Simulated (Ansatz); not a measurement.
Ansatz (an electronic-structure program) input for CF2, SMILES F[C]F (connectivity only; charge and spin as stated), charge +1, multiplicity 2, CAM-B3LYP/def2-TZVPD. Geometry: PBE0-D3(BJ)/def2-TZVP. The isomer is the one that the SMILES or the coordinates give; other isomers of the formula were not compared.

Ansatz 0.2 input:
```yaml
crystal:
  periodic: [false, false, false]
  atoms:
    - {symbol: F, position_ang: [0.00000000, -1.07476153, -0.14092070]}
    - {symbol: C, position_ang: [0.00000000, 0.00000000, 0.42276211]}
    - {symbol: F, position_ang: [0.00000000, 1.07476153, -0.14092070]}
basis:
  gaussian:
    orbitals: def2-TZVPD
hamiltonian:
  xc: {name: CAM-B3LYP}
total_charge: 1
magnetization: {spin_polarized: true, initial_magnetization: 1}
```

Output:

```
WARN ansatz: RAYON_NUM_THREADS=1 ignored (pool sized by the plan → 1); use --threads N
Functional definition: CAM-B3LYP
integrals: 0.03 GiB planned
568 factors; their error is unknown
integrals: 0.06 GiB planned
160 factors; integrals over basis functions are off by at most 5.7e-5 eV
mean field: 0.41 GiB planned
mean field evaluation 1: about -6451.5244 eV, gradient 5.1e1 eV
mean field evaluation 2: about -6443.8886 eV, gradient 7.4e1 eV
mean field evaluation 4: about -6458.0258 eV, gradient 8.1e-1 eV
mean field evaluation 8: about -6458.0469 eV, gradient 1.8e-1 eV
mean field evaluation 16: about -6458.0470 eV, gradient 2.4e-5 eV
mean field -6458.04700715 eV, -237.3288500913 hartree, gradient 2.4e-5 eV, S^2 0.752633; 0 other end points of the search recorded, 0 dependent functions left out
reference -6458.04708619 eV, -237.3288529960 hartree; 12, 11 occupied and 105, 106 virtual orbitals, 568 factors
Total energy: -6458.04708619 eV, -237.3288529960 hartree
```

Self-consistency was reached.
